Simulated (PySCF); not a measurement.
**Vibration and rotation of GeTe**

PBE0 constants of GeTe, ¹Σ⁺ (singlet), closed shell (PySCF, scalar-relativistic core potentials, basis sets Ge cc-pVTZ-PP with ECP10, Te cc-pVTZ-PP with ECP28; masses 73.9212 and 129.9062 u):

```
ωe              : 332.7 cm⁻¹
ωexe            : 0.525 cm⁻¹
Be              : 0.065351 cm⁻¹
αe              : 0.000153 cm⁻¹
D (centrifugal) : 1.01e-08 cm⁻¹
De to Ge + Te   : 4.34 eV
```

(1) Give the vibrational terms G(v) and spacings up to v = 6.

(2) How well does the Morse estimate ωe²/(4ωexe) reproduce De, and what is D0?

Measured values (Huber and Herzberg, Constants of Diatomic Molecules (1979)): ωe = 323.9 cm⁻¹, ωexe = 0.75 cm⁻¹, Be = 0.06533821 cm⁻¹, αe = 0.00017246 cm⁻¹.

Spin–orbit coupling is left out, which matters for elements this heavy, above all for dissociation energies.

## Answers

(1) G(v) = ωe(v+½) − ωexe(v+½)².

```
v  G(v) (cm⁻¹)  G(v) − G(v−1)  Bv (cm⁻¹)
0        166.2                   0.06527
1        497.9          331.6    0.06512
2        828.5          330.6    0.06497
3       1158.0          329.5    0.06482
4       1486.5          328.5    0.06466
5       1814.0          327.5    0.06451
6       2140.4          326.4    0.06436
```

(2) It gives 6.54 eV, 151 % of the computed De. D0 = De − G(0) = 4.34 − 0.02 = 4.32 eV.
